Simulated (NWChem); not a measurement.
System meant: CH₃CdI; SMILES [CH3][Cd][I]

NWChem input:

```
start job
memory heap 200 mb stack 900 mb global 1100 mb
geometry units angstroms noautoz
  Cd    -0.328092    -0.978357    -0.000160
  I      0.340869     1.547431     0.000449
  C     -0.867322    -3.017805    -0.000649
  H     -1.269432    -3.297799    -0.984641
  H     -1.632982    -3.202026     0.766277
  H      0.014585    -3.637026     0.216262
end
basis spherical
  * library def2-svp
end
dft
  xc xpbe96 cpbe96
  iterations 150
  mulliken
end
task dft energy
```

End of the output:

```
             Grid Information
             ----------------
          Grid used for XC integration:  medium
          Radial quadrature: Mura-Knowles
          Angular quadrature: Lebedev.
          Tag              B.-S. Rad. Rad. Pts. Rad. Cut. Ang. Pts.
          ---              ---------- --------- --------- ---------
          Cd                  1.55      123          10.0       590
          I                   1.40      123          13.0       590
          C                   0.70       49          12.0       434
          H                   0.35       45          13.0       434
          Grid pruning is: on
          Number of quadrature shells:   340
          Spatial weights used:  Erf1

          Convergence Information
          -----------------------
          Convergence aids based upon iterative change in
          total energy or number of iterations.
          Levelshifting, if invoked, occurs when the
          HOMO/LUMO gap drops below (HL_TOL):  1.00D-02
          DIIS, if invoked, will attempt to extrapolate
          using up to (NFOCK): 10 stored Fock matrices.

                    Damping( 0%)  Levelshifting(0.5)       DIIS
                  --------------- ------------------- ---------------
          dE  on:    start            ASAP                start
          dE off:    2 iters        150 iters           150 iters

      Screening Tolerance Information
      -------------------------------
          Density screening/tol_rho:  1.00D-10
          AO Gaussian exp screening on grid/accAOfunc:  14
          CD Gaussian exp screening on grid/accCDfunc:  20
          XC Gaussian exp screening on grid/accXCfunc:  20
          Schwarz screening/accCoul:  1.00D-08

      Superposition of Atomic Density Guess
      -------------------------------------

      charge =      53.0 I (Iodine)

      symmetry species            s     p     d     f
      number of basis functions =10     7     6
      number of cont. functions = 4     4     2
      number of closed shells   = 5     3     2
      number of open shells     = 0     1     0
      open shell occupation     = 0     5     0
 ------------------------------------------------------------------------
 atomscf:atomd: error in atom scf                   0
 ------------------------------------------------------------------------
 ------------------------------------------------------------------------
  current input line :
    19: task dft energy
 ------------------------------------------------------------------------
 ------------------------------------------------------------------------
 This error has not yet been assigned to a category
 ------------------------------------------------------------------------
 For more information see the NWChem manual at https://nwchemgit.github.io

0:atomscf:atomd: error in atom scf:Received an Error in Communication
```

### Question
Find the fault in this run and fix the input.

### Answer
The program stopped with an error. Cause: the def2 basis of a heavy element holds valence functions alone and wants its effective core potential (without it all electrons must fit into that basis). This input runs:
```
start job
memory heap 200 mb stack 900 mb global 1100 mb
geometry units angstroms noautoz
  Cd    -0.328092    -0.978357    -0.000160
  I      0.340869     1.547431     0.000449
  C     -0.867322    -3.017805    -0.000649
  H     -1.269432    -3.297799    -0.984641
  H     -1.632982    -3.202026     0.766277
  H      0.014585    -3.637026     0.216262
end
basis spherical
  * library def2-svp
end
ecp
  Cd library def2-ecp
  I library def2-ecp
end
dft
  xc xpbe96 cpbe96
  iterations 150
  mulliken
end
task dft energy
```
It converges to -505.28711 Ha (PBE/def2-SVP with def2 effective core potentials on Cd, I).
